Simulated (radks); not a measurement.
Results of a calculation; reference values are marked as such.
Question: Excited configurations of Te III: one electron is placed in a higher orbital outside [Kr] 4d10 5s2 5p1. The ground configuration is [Kr] 4d10 5s2 5p2. Level of theory: scalar-relativistic Kohn-Sham, BLYP, spin-polarised, spherical densities, finite nucleus; open shells are filled with parallel spins first (spin-orbit coupling, left out, can overturn this in heavy ions); Fermi nuclear charge, rms radius 4.7423 fm (a radial shooting solver on a logarithmic mesh with Libxc functionals). Excitation = E - E(ground); binding = E(ion) - E, where the ion is the core of charge +3; n* = 3/sqrt(2 binding) in atomic units, and the quantum defect is n - n*.

| outer orbital | excitation (eV) | binding (eV) | n* | quantum defect | eigenvalue (eV) | <r> (bohr) |
|---|---|---|---|---|---|---|
| 4f | 18.191 | 9.178 | 3.653 | 0.347 | -6.677 | 4.241 |
| 5d | 12.417 | 14.952 | 2.862 | 2.138 | -11.821 | 3.372 |
| 6s | 12.675 | 14.693 | 2.887 | 3.113 | -12.447 | 4.335 |
| 6p | 15.573 | 11.795 | 3.222 | 2.778 | -9.957 | 5.080 |
| 6d | 19.210 | 8.159 | 3.874 | 2.126 | -6.871 | 6.866 |
| 6f | 22.962 | 4.407 | 5.271 | 0.729 | -3.672 | 12.21 |
| 7s | 19.019 | 8.350 | 3.830 | 3.170 | -7.156 | 7.626 |
| 7p | 20.266 | 7.102 | 4.152 | 2.848 | -6.044 | 8.655 |
| 7d | 22.085 | 5.284 | 4.814 | 2.186 | -4.484 | 11.06 |
| 7f | 24.097 | 3.272 | 6.118 | 0.882 | -2.754 | 17.42 |

Estimate the row for 5f.

Answer: excitation (eV) 21.069; binding (eV) 6.299; n* 4.409; quantum defect 0.591; eigenvalue (eV) -5.092; <r> (bohr) 7.795. The Delta-SCF ionisation energy is 27.369 eV (NIST Atomic Spectra Database: 27.84 eV, measured). Self-interaction in the functional shifts the binding energies and quantum defects, so they are the method's values and not measured ones. Open shells are spherical and high-spin; term and fine-structure splittings are not resolved. Spin-orbit splitting is averaged out at the scalar-relativistic level.
